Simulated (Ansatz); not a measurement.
```yaml
crystal:
  periodic: [false, false, false]
  atoms:
    - {symbol: C, position_ang: [0.408011, 0.900303, 1.568811]}
    - {symbol: Si, position_ang: [0.009903, 0.026485, -0.045171]}
    - {symbol: C, position_ang: [1.318473, -1.256452, -0.435829]}
    - {symbol: C, position_ang: [-1.683052, -0.777010, 0.076485]}
    - {symbol: B, position_ang: [-0.052050, 1.426280, -1.530432]}
    - {symbol: F, position_ang: [-0.907470, 2.438797, -1.494293]}
    - {symbol: F, position_ang: [0.742527, 1.401841, -2.590000]}
    - {symbol: H, position_ang: [1.393563, 1.371290, 1.538071]}
    - {symbol: H, position_ang: [-0.329088, 1.676335, 1.789018]}
    - {symbol: H, position_ang: [0.403871, 0.187370, 2.398372]}
    - {symbol: H, position_ang: [1.104761, -1.764450, -1.379481]}
    - {symbol: H, position_ang: [1.366198, -2.014576, 0.350855]}
    - {symbol: H, position_ang: [2.307135, -0.798942, -0.522037]}
    - {symbol: H, position_ang: [-1.943569, -1.305896, -0.843578]}
    - {symbol: H, position_ang: [-1.702555, -1.501582, 0.895661]}
    - {symbol: H, position_ang: [-2.459556, -0.032391, 0.267848]}
basis:
  gaussian: {orbitals: cc-pVDZ}
hamiltonian: {xc: {name: HF}}
correlation: {method: mp2, frozen_orbitals: {C: 0}}
output: {forces: true}
```

```sh
$ ansatz run in.yaml --threads 8 --pin off --events-out ev --progress --plain --max-ram 18278MiB
```

It prints (some lines left out):

```
Functional definition: HF
Error: "frozen_orbitals" has no count for Si
```

Q: What is wrong with this run?

A: Frozen orbitals are typed for one element alone, and the program wants a count for each. The input was rejected before any iteration.
